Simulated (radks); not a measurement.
All-electron atom: Tc in [Kr] 4d5 5s2.

Calculated with a radial shooting solver on a logarithmic mesh with Libxc functionals: scalar-relativistic Kohn-Sham, PBE, spin-polarised, spherical densities, point nucleus; open shells are filled with parallel spins first (spin-orbit coupling, left out, can overturn this in heavy ions).

Energy parts (eV):
part                       energy
total                 -116621.005
kinetic                120421.551
electron-nucleus      -281071.299
Hartree                 47522.369
exchange-correlation    -3493.626

Orbitals (lengths in bohr, moments of r in powers of bohr; <r^-3> diverges for s and p1/2; r(90%) holds 90 % of the orbital's charge):
orbital,occ.,eigenvalue (eV),r(90%),<r^-3>
1s up,1,-20868.16,0.0614,-
1s down,1,-20868.17,0.0614,-
2s up,1,-2977.102,0.231,-
2s down,1,-2976.492,0.231,-
2p up,3,-2664.314,0.212,2769
2p down,3,-2663.859,0.212,2769
3s up,1,-518.2365,0.613,-
3s down,1,-517.9226,0.613,-
3p up,3,-415.6028,0.629,468.2
3p down,3,-415.2461,0.628,467.9
3d up,5,-249.6026,0.637,62.66
3d down,5,-249.0413,0.636,62.63
4s up,1,-74.3585,1.54,-
4s down,1,-71.2263,1.53,-
4p up,3,-46.4512,1.74,69.09
4p down,3,-43.0620,1.74,70.70
4d up,5,-7.8270,2.72,4.876
4d down,0,-4.5425,3.03,4.573
5s up,1,-5.5400,4.80,-
5s down,1,-4.2425,5.32,-
5p up,0,-1.6226,7.04,3.649
5p down,0,-1.1128,8.32,2.256

The highest occupied level is 5s down at -4.242 eV. The configuration is held as typed, so some empty levels lie below it. Summed over all electrons, <r^2> = 59.24 bohr^2, which gives a Langevin (diamagnetic) susceptibility term of -46.9 x 10^-6 cm^3/mol.
